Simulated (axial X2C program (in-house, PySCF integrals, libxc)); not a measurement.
**NaBr⁻: from Re and ωe to a spectrum**

A bond curve at the CCSD(T) level, with spin–orbit coupling, was computed with an in-house relativistic program for diatomic molecules (basis Br dyall-acv3z [9s10p7d5f1g], Na dyall-av3z [10s9p5d2f] (cores contracted in-house)) for the state Ω = 1/2 (⟨Sz⟩ = 0.50, ⟨Lz⟩ = 0.00 at HF). Its fit gives Re = 2.6968 Å, ωe = 209.1 cm⁻¹, ωexe = 1.47 cm⁻¹ and αe = 1.219e-03 cm⁻¹; the masses are 78.9183 and 22.9898 u. Two-component means X2C with spin–orbit coupling and atomic mean-field Coulomb and Gaunt terms.

Correlated methods: 9 electrons correlated (number of frozen shells: Br 3 s, 2 p, 1 d; Na 2 s, 1 p), 283 virtual spin orbitals or spinors in MP2, 90 natural virtuals in coupled cluster.

(1) Find the reduced mass, Be and the force constant.

(2) Where do the fundamental and the first overtone lie?

(3) Estimate De from a Morse curve and compare with the computed well depth of 1.163 eV to Br- + Na.

(4) Estimate the centrifugal constant by the Kratzer relation.

(5) A Morse curve ties αe to the other constants (Pekeris). How well does that hold?

The state is a single determinant with fixed occupations, the lowest that a limited PBE0 search found. De is counted from the lowest determinant-based energies of the atoms at the same level, without counterpoise correction. CCSD and (T) use frozen natural virtuals with an MP2 correction for the truncation; (T) itself is uncorrected, so its De runs slightly low. With the outer-core shells frozen, correlated bond lengths of heavy atoms tend to come out a few hundredths of an ångström too long.

## Answers

(1) From the CCSD(T) values: μ = 17.8035 u. Be = 16.8576/(μ Re²) = 0.1302 cm⁻¹. k = 5.8918×10⁻⁷ μ ωe² = 0.459 mdyn/Å.

(2) ν(1←0) = ωe − 2ωexe = 206.2 cm⁻¹; ν(2←0) = 2ωe − 6ωexe = 409.4 cm⁻¹.

(3) De(Morse) = ωe²/(4ωexe) = 0.922 eV against 1.163 eV computed, a ratio of 0.79. The extrapolation falls short: long-range attraction (ionic or ion–induced dipole) or a change of character along the curve can cause this.

(4) D = 4Be³/ωe² = 2.02e-07 cm⁻¹.

(5) αe(Morse) = 6Be²/ωe × (√(ωexe/Be) − 1) = 1.148e-03 cm⁻¹; the CCSD(T) curve gives 1.219e-03 cm⁻¹, a ratio of 0.94.
